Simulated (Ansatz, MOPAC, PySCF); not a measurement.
System: BeH₂, charge 0, multiplicity 1. SMILES: [BeH2]
Geometry from a B3LYP-D3(BJ)/def2-TZVP (Ansatz, an electronic-structure program) optimisation:
```
Be
H 1 1.3301
H 1 1.3301 2 180.00
```
Charge 0, spin multiplicity 1.

Wanted: vertical ionisation energy to the doublet, in eV. Terms: no spin-orbit coupling; open shells spin-unrestricted; non-relativistic; 6-311+G** with 5d; frozen cores in correlated levels; 6-31G* and kin with 6d, 5d where marked; dispersion terms only where a functional's name holds one; each state is the SCF solution reached for its charge and spin; PM7 with its own dispersion and hydrogen-bond terms. First-principles rows: single points at B3LYP-D3(BJ) geometries (Ansatz). Semi-empirical rows: differences of heats of formation at the shared geometry for vertical values.

```
level               program  vertical ionisation energy to the doublet (eV)
------------------  -------  ----------------------------------------------
AM1                   MOPAC                                           12.51
PM3                   MOPAC                                           10.22
PM7                   MOPAC                                           11.53
HF/6-31G*            Ansatz                                           11.30
PBE/6-31G*           Ansatz                                           11.57
B3LYP/STO-3G         Ansatz                                           11.76
M06-2X/6-31G* (5d)    PySCF                                           11.85
MP2/6-31G*           Ansatz                                           11.68
MP2/6-311+G**        Ansatz                                           11.95
PBE/def2-TZVPD       Ansatz                                           11.63
```

No value to compare with is used here. The 9 habitual levels span 10.22 (PM3) to 12.51 eV (AM1); PBE/def2-TZVPD gives 11.63.

The levels are drawn from those run, B3LYP/6-31G* more often than the rest, none by its result; runs whose electronic state is in doubt are left out.
